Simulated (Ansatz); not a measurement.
Computed with Ansatz on PBE0-D4/def2-TZVP structures; ΔE is electronic, products minus reactants. CCSD(T)/CBS adds triple-zeta CCSD(T) − MP2 to the extrapolated MP2 energy (def2 sets, frozen cores). This one scheme is used for every species. DFT in def2-TZVPP. B3LYP here is the variant with VWN-RPA as its local correlation; programs differ in this.

Consider the hydrogenolysis of a C–F bond: `FC1C=CC1(F)F` + H₂ → `FC1(F)C=CC1` + H–F.

Is it downhill or uphill in electronic energy at CCSD(T)/CBS, and by how much? (An estimate is asked.)

The calculation gave: Downhill: ΔE = -104.3 kJ/mol.

What do these levels give: PBE0-D4, B3LYP-D4, r2SCANh-D4, PBE0, CCSD/def2-SVP, CCSD/def2-TZVPP? (Estimate.)

The calculation gave: PBE0-D4 -96.5, B3LYP-D4 -90.5, r2SCANh-D4 -90.7, PBE0 -97.7, CCSD/def2-SVP -93.6, CCSD/def2-TZVPP -103.4 kJ/mol.

Largest T1 diagnostic among the species: 0.012.

Leaving LDA and LC-ωPBE aside and taking each functional with its dispersion term where it has one, the values, not all of them listed here, spread over 19.5 kJ/mol, from PBE-QIDH to BLYP-D4. From r2SCAN to r2SCAN0 (25 % exact exchange), in def2-TZVPP and without D4, ΔE moves by −7.8 kJ/mol. At CCSD(T), def2-SVP lies +13.9 kJ/mol from the extrapolated value and def2-TZVPP +3.7 kJ/mol.
